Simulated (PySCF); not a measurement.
Al(Me)(OH)2 cation (CH₅AlO₂), SMILES [Al]([OH])([OH])[CH3] (connectivity only; charge and spin as stated), charge +1, multiplicity 2.

Geometry: PBE-D3(BJ)/def2-SVP. The spin state was assumed, not searched. The isomer is the one that the SMILES or the coordinates give; other isomers of the formula were not compared. One conformer was computed; it need not be the lowest.

All values below come from PySCF with CAM-B3LYP/def2-TZVP.

Isolated molecule, no solvent.

Estimate the frontier levels, dipole moment and polarisability. (An estimate is asked for; the answer gives what the named calculation found.)


```yaml
"α spin, highest occupied and lowest empty level": -16.18 and -5.11 eV
"β spin, highest occupied and lowest empty level": -16.14 and -9.89 eV
dipole_moment_about_the_centre_of_nuclear_charge: 2.79 D
mean_static_polarisability: 43.3 bohr³ (6.41 Å³)
polarisability_principal_values: 30.2, 40.3, 59.3 bohr³
"⟨S²⟩": 0.757 (pure state 0.75)
```
